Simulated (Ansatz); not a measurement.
Species: LaF2 (charge +1, singlet). 
Structure (B3LYP-D3(BJ)/def2-TZVP (Ansatz, a first-principles code) minimum search):
SMILES: [F][La+][F]
```xyz
3

La     0.2344     0.1578     0.0463
F     -1.2490     0.5991    -1.3268
F     -0.2354    -1.5984     1.0339
```
Charge +1, spin multiplicity 1.

Quantity: vertical electron affinity (to the doublet state of charge +0; a negative value means that the extra electron is unbound and the number depends on the basis; each state is the SCF solution reached for its spin), in eV. Cores are frozen in the correlated levels unless marked. Open shells are spin-unrestricted. Spin-orbit coupling is left out. Frozen are the shells of the preceding noble gas and the d and f shells that filled before the atom's block. In def2 rows, elements after Kr have scalar-relativistic effective core potentials. CBS marks a two-point X^-3 extrapolation of the correlation energy; Hartree-Fock from the larger set. [CCSD(T)-MP2]/basis is that difference in the basis named.

```tsv
level	program	vertical electron affinity (eV)	minus last row
HF/def2-SVPD	Ansatz	5.38	-0.01
HF/def2-QZVPPD	Ansatz	5.33	-0.06
SVWN5/def2-TZVPD	Ansatz	5.97	0.58
PBE/def2-TZVPD	Ansatz	5.81	0.42
r2SCAN/def2-TZVPD	Ansatz	5.75	0.36
B3LYP/def2-TZVPD	Ansatz	5.91	0.52
PBE0/def2-TZVPD	Ansatz	5.80	0.41
wB97X-V/def2-TZVPD	Ansatz	5.58	0.19
B2PLYP/def2-TZVPD	Ansatz	5.63	0.24
MP2/def2-SVPD	Ansatz	5.33	-0.06
MP2/def2-TZVPPD	Ansatz	5.31	-0.08
RI-MP2/def2-TZVPPD	Ansatz	5.31	-0.08
RI-MP2/def2-QZVPPD	Ansatz	5.31	-0.08
RI-MP2/CBS(def2-TZVPPD,def2-QZVPPD)	Ansatz	5.32	-0.07
SCS-MP2/def2-SVPD	Ansatz	5.32	-0.07
SCS-MP2/def2-TZVPPD	Ansatz	5.30	-0.09
CCSD/def2-SVPD	Ansatz	5.41	0.02
CCSD/def2-TZVPPD	Ansatz	5.40	0.01
CCSD(T)/def2-SVPD	Ansatz	5.41	0.02
CCSD(T)/def2-TZVPPD	Ansatz	5.39	0.00
RI-MP2/CBS(def2-TZVPPD,def2-QZVPPD)+[CCSD(T)-MP2]/def2-TZVPPD	Ansatz	5.39	0.00
```
